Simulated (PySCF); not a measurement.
Geometry:
```tsv
atom	x (Å)	y (Å)	z (Å)
B1	-0.143	1.506	-0.445
H2	-1.335	1.715	-0.299
H3	0.473	2.483	-0.861
N4	0.466	1.059	0.945
B5	-0.007	-0.324	1.548
H6	0.707	-0.612	2.505
H7	-1.187	-0.241	1.837
N8	0.161	-1.422	0.422
B9	-0.470	-1.122	-0.997
H10	-0.085	-1.968	-1.799
H11	-1.682	-1.084	-0.883
N12	0.037	0.303	-1.457
H13	1.486	1.111	0.922
H14	0.196	1.774	1.620
H15	1.140	-1.701	0.331
H16	-0.305	-2.261	0.769
H17	-0.507	0.545	-2.286
H18	0.999	0.256	-1.795
```

- coordinates at the PBE0-D3(BJ)/def2-SVP level
- NMR shieldings at KT2/pcSseg-1/GIAO
- run in PySCF 2.14
- one averaged value for each set of equivalent atoms, isolated molecule, one computed conformer, relativity neglected

Chemical shifts δ = σref − σ; 1H vs TMS; 11B against BF3·OEt2; NH3 for 15N, all at this level.

```csv
atoms,nucleus,count,δ (ppm)
H13/H14/H15/H16/H17/H18,1H,6,?
N4/N8/N12,15N,3,?
B1/B5/B9,11B,3,-14.7
H2/H3/H6/H7/H10/H11,1H,6,2.76
```

Task: Estimate the values marked ?.

Result: 
- H13/H14/H15/H16/H17/H18: 1.74 ppm, hydrogen on a nitrogen bonded to 2 B
- N4/N8/N12: 52.2 ppm, nitrogen bonded to 2 B, 2 H

OH/NH shifts are gas-phase values; hydrogen bonding in solution moves them, usually downfield. Hydrogens on boron are broadened and split by 11B (spin 3/2, 80 %) and 10B (spin 3). Experimental scales use liquid or dissolved standards, which lie at an offset from isolated NH3 (liquid NH3: subtract about 20 ppm).
